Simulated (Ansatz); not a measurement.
`FCCCOCF` + `B[SeH]` → `B[Se]CF` + `OCCCF`  (substitution at a C–O bond)

Program: Ansatz. Geometries: PBE0-D4/def2-TZVP. ΔE: electronic, gas phase. CCSD(T)/CBS adds triple-zeta CCSD(T) − MP2 to the extrapolated MP2 energy (def2 sets, frozen cores). DFT in def2-TZVPP. For Se outer-core shells are correlated without core-valence functions, which leaves a few kJ/mol of doubt a bond. Scalar relativity is left out up to krypton. One conformer a species, not always the lowest.

Q: Is it downhill or uphill in electronic energy at CCSD(T)/CBS, and by how much? (Best estimate.)

A: Ansatz gave: Uphill: ΔE = +11.2 kJ/mol.

Q: What do these levels give: PBE-D4, r2SCAN-D4, B2PLYP, HF/def2-QZVPP, MP2/def2-QZVPP, MP2/CBS(def2)? (Estimate.)

A: Ansatz gave: PBE-D4 10.5, r2SCAN-D4 15.4, B2PLYP 13.7, HF/def2-QZVPP 23.8, MP2/def2-QZVPP 7.6, MP2/CBS(def2) 5.9 kJ/mol.

Largest T1 diagnostic among the species: 0.013.

In def2-TZVPP, CCSD(T) changes the Hartree–Fock value by −8.8 kJ/mol (the triples alone add −0.7 kJ/mol) and MP2 by −14.1 kJ/mol.
